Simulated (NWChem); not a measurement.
CH$_{4}$O$_{2}$Si, singlet; SMILES CO[Si]O

```xyz
8

Si    -0.6348    -0.6225     0.0000
O      0.4953    -1.8405     0.0000
H      1.4188    -1.5529     0.0000
O      0.4177     0.6864     0.0000
C      0.0493     2.0390     0.0000
H      0.4585     2.5426     0.8911
H      0.4585     2.5426    -0.8911
H     -1.0476     2.1813     0.0000
```
Atoms are numbered in this order, from 1.

Results from NWChem. Pople sets run with spherical d functions. Low-valent species are run as closed-shell singlets; no triplet was tried in these runs. Coordinates come from a PBE0/def2-SVP optimisation.

**Question.** Estimate the computed values for N12/6-31G*. Quantities: highest occupied level (eV); orbital gap (eV); dipole (D).

**Answer.** 
```yaml
highest occupied level (eV): -5.61
orbital gap (eV): 4.01
dipole (D): 2.22
```
